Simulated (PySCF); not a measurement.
# What a mistake does to a calculation on B2CH4O

These are calculations, not measurements. They come from PySCF 2.14.0, an open-source quantum chemistry program, on an isolated molecule that a program drew, which may never have been made. The molecule is B2CH4O (charge 0, singlet), drawn as the SMILES string `CBB=O`.

Each row is a Hartree-Fock (HF) and frozen-core CCSD(T) single point in the cc-pVDZ basis, meant for a local HF minimum. Run 1 is clean. Each other run has one planted mistake out of seven kinds, and not every kind appears here: one electron removed, one electron added, multiplicity raised by two, geometry at a saddle point, minimal basis STO-3G, one bond length entered in bohr, all coordinates scaled. The reference is restricted for singlets and unrestricted otherwise, and also for a bond in bohr. Adding or removing an electron swaps singlet and doublet. Electrons count all cores. HOMO and LUMO are orbital energies over both spins, the gradient is its largest component, and the lowest frequency (negative if imaginary) is given only where the gradient is small. Bond lengths are over the 7 bonds as drawn. T1 is the CCSD diagnostic: over 0.02 (restricted) or 0.045 (unrestricted) a single reference is doubtful.

Geometry of the clean run:
```xyz
8
B2CH4O, angstrom
C    -1.7333    0.1538    0.6343
B    -0.5937    0.3939   -0.4145
B     0.5407   -0.8215   -0.8152
O     1.3282   -1.6680   -1.0903
H    -1.5104   -0.5974    1.3934
H    -2.0871    1.0710    1.1080
H    -2.5781   -0.2380    0.0435
H    -0.5251    1.4290   -1.0144
```

```
run,electrons,basis functions,<S^2>,HOMO (eV),LUMO (eV),gradient (hartree/bohr),lowest frequency (cm^-1),mean bond (Å),longest bond (Å),T1,HF (hartree),CCSD(T) (hartree),mistake
1,28,76,0.000,-13.21,0.98,3.0e-05,104,1.2785,1.710,0.0175,-164.48069,-165.01272,no fault
2,28,76,0.857,-9.72,0.97,1.1e-02,-,1.4958,3.232,0.0473,-164.34735,-164.86352,one bond length entered in bohr
3,28,76,0.000,-12.83,0.62,1.0e-01,-,1.3795,1.845,0.0212,-164.43792,-164.98719,?
4,28,24,0.000,-11.01,5.39,2.3e-02,-,1.2785,1.710,0.0183,-162.36158,-162.60577,?
```

**Which mistake was planted in run 3, and what did it cost?**

The mean and the longest bond both change by the same factor, 1.079, and the gradient is no longer small. So the mistake is: all coordinates scaled. Subtracting run 1 and multiplying by 627.51 kcal/mol a hartree, the energy moved by 26.8 kcal/mol in HF and 16.0 kcal/mol in CCSD(T).

**Which mistake was planted in run 4, and what did it cost?**

It has 24 basis functions where the clean run has 76, with the same electrons and geometry. So the mistake is: minimal basis STO-3G. Subtracting run 1 and multiplying by 627.51 kcal/mol a hartree, the energy moved by 1329.8 kcal/mol in HF and 1510.4 kcal/mol in CCSD(T).

Cautions from the logs. Run 2: T1 is over the limit, so its CCSD(T) energy is less reliable; run 3: T1 is over the limit, so its CCSD(T) energy is less reliable.
